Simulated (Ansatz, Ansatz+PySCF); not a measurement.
```yaml
atoms:
  - { symbol: C, position_ang: [0.0000, 0.0000, 0.0000] }
  - { symbol: H, position_ang: [1.0903, 0.0000, 0.0000] }
  - { symbol: H, position_ang: [-0.5452, 0.9443, 0.0000] }
  - { symbol: H, position_ang: [-0.5452, -0.9443, 0.0000] }
```

Basis set: def2-SVP (spherical functions). Correlated methods keep 1 orbital frozen. Charge 0, multiplicity 2.

Computed with Ansatz (development build ahead of 0.2.0); each method stands on the lowest determinant of its kind that the runs found. Restricted functionals stand beside restricted open-shell atoms, which can lie above the unrestricted atoms usual in DFT and then raise those values.

The atomization energy at this shape (free ground-state atoms in the same class of orbitals less the molecule, no zero-point energy) of doublet CH₃:

```tsv
method	atomization energy
ωB97X (unrestricted)	13.27 eV
ωB97X (restricted open-shell)	13.30 eV
r²SCAN (unrestricted)	13.48 eV
PBE0 (unrestricted)	13.38 eV
PBE (unrestricted)	13.42 eV
UHF-CCSD(T)	12.82 eV
UHF-MP2	12.69 eV
```

Question: What does UHF give?

Answer: 10.60 eV.
